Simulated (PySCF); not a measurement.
# Two-component Hartree-Fock for Tm³⁴⁺ (thulium, charge +34)

Start: [Ar] 3d10 4s2 4p5; 4p1/2 filled at m_j = -1/2, +1/2; 4p3/2 filled at m_j = -1/2, +1/2, +3/2. Calculated with PySCF 2.14 in an uncontracted even-tempered set (17 s from 3.5 bohr⁻², ratio 2.8; 14 p from 4.6 bohr⁻², ratio 2.8; 8 d from 8.1 bohr⁻², ratio 2.8; 4 f from 23 bohr⁻², ratio 3): generalised Hartree-Fock with the X2C-1e Hamiltonian and a Gaussian nucleus; one run each with spin-orbit coupling (SO) switched off, then screened by Boettger's factors.

```json
{"spinor shell": "1s1/2", "electrons": "2", "ε, spin-free (eV)": "-61093.8", "ε, screened SO (eV)": "-61078.4", "weight of nominal j (screened SO)": "1.000", "rms radius, screened SO (bohr)": "0.0227"}
{"spinor shell": "2s1/2", "electrons": "2", "ε, spin-free (eV)": "-11597.7", "ε, screened SO (eV)": "-11592.4", "weight of nominal j (screened SO)": "1.000", "rms radius, screened SO (bohr)": "0.0918"}
{"spinor shell": "2p1/2", "electrons": "2", "ε, spin-free (eV)": "-10402.8", "ε, screened SO (eV)": "-11098.7", "weight of nominal j (screened SO)": "1.000", "rms radius, screened SO (bohr)": "0.0782"}
{"spinor shell": "2p3/2", "electrons": "4", "ε, spin-free (eV)": "-10402.8", "ε, screened SO (eV)": "-10111.3", "weight of nominal j (screened SO)": "1.000", "rms radius, screened SO (bohr)": "0.0851"}
{"spinor shell": "3s1/2", "electrons": "2", "ε, spin-free (eV)": "-3694.3", "ε, screened SO (eV)": "-3692.1", "weight of nominal j (screened SO)": "1.000", "rms radius, screened SO (bohr)": "0.233"}
{"spinor shell": "3p1/2", "electrons": "2", "ε, spin-free (eV)": "-3323.2", "ε, screened SO (eV)": "-3476.9", "weight of nominal j (screened SO)": "1.000", "rms radius, screened SO (bohr)": "0.224"}
{"spinor shell": "3p3/2", "electrons": "4", "ε, spin-free (eV)": "-3323.2", "ε, screened SO (eV)": "-3256.9", "weight of nominal j (screened SO)": "1.000", "rms radius, screened SO (bohr)": "0.238"}
{"spinor shell": "3d3/2", "electrons": "4", "ε, spin-free (eV)": "-2871.7", "ε, screened SO (eV)": "-2898.8", "weight of nominal j (screened SO)": "1.000", "rms radius, screened SO (bohr)": "0.210"}
{"spinor shell": "3d5/2", "electrons": "6", "ε, spin-free (eV)": "-2871.7", "ε, screened SO (eV)": "-2851.1", "weight of nominal j (screened SO)": "1.000", "rms radius, screened SO (bohr)": "0.214"}
{"spinor shell": "4s1/2", "electrons": "2", "ε, spin-free (eV)": "-1645.6", "ε, screened SO (eV)": "-1644.8", "weight of nominal j (screened SO)": "1.000", "rms radius, screened SO (bohr)": "0.493"}
{"spinor shell": "4p1/2", "electrons": "2", "ε, spin-free (eV)": "-1507.1", "ε, screened SO (eV)": "-1552.9", "weight of nominal j (screened SO)": "0.999", "rms radius, screened SO (bohr)": "0.492"}
{"spinor shell": "4p3/2", "electrons": "3", "ε, spin-free (eV)": "-1507.1", "ε, screened SO (eV)": "-1487.1", "weight of nominal j (screened SO)": "0.999", "rms radius, screened SO (bohr)": "0.515"}
```

| quantity | spin-free | screened SO |
| --- | --- | --- |
| E (hartree) | -12908.03831 | -12920.82827 |
| M_J | 3/2 | 3/2 |
| ⟨J²⟩ | 3.751 | 3.751 |
| ⟨L²⟩ | 2.001 | 2.053 |
| ⟨S²⟩ | 0.750 | 0.803 |

Each row is a mean over spinors that exchange with the open shell spreads, by up to 11.326 eV (4s1/2).

Breit and QED terms are absent; they matter most for the inner s and p1/2 levels.

Densities and radii are taken from the X2C orbitals without a picture-change correction, which distorts them close to the nucleus.

Without spin-orbit coupling the j labels of p, d and f shells carry no meaning; the spin-free column gives the mean over the occupied spinors of each nl shell.
